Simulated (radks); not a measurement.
Task: These are the eigenvalues of the occupied orbitals of an atom or ion with whole-number occupations (eV). Method: Dirac Kohn-Sham, PBE, spin-unpolarised, spherical densities, finite nucleus; Fermi nuclear charge, rms radius of each element as measured or else 0.836 A^(1/3) + 0.57 fm; computed with a radial shooting solver on a logarithmic mesh with Libxc functionals.

| orbital | eigenvalue |
|---|---|
| 1s1/2 | -72432.71 |
| 2s1/2 | -13300.04 |
| 2p1/2 | -12766.10 |
| 2p3/2 | -11327.48 |
| 3s1/2 | -3779.512 |
| 3p1/2 | -3541.870 |
| 3p3/2 | -3227.505 |
| 3d3/2 | -2828.454 |
| 3d5/2 | -2760.363 |
| 4s1/2 | -1437.612 |
| 4p1/2 | -1336.702 |
| 4p3/2 | -1251.514 |
| 4d3/2 | -1085.445 |
| 4d5/2 | -1068.168 |
| 4f5/2 | -863.0779 |
| 4f7/2 | -858.7422 |

Which element is it, and in what charge state? The configuration may be excited. Open shells, if any, are shared by 2j + 1.

Result: Z = 75, rhenium, charge +27: Re27+ in [Kr] 4d10 4f2. The list shows which subshells hold electrons but not how many an open one holds; the 1s level, -2661.9 hartree, gives Z - s = 73.0 by -(Z - s)^2/2, which with screening and relativity narrows Z to a few neighbours, and the depths of the outer levels then fix element, charge and occupations together.
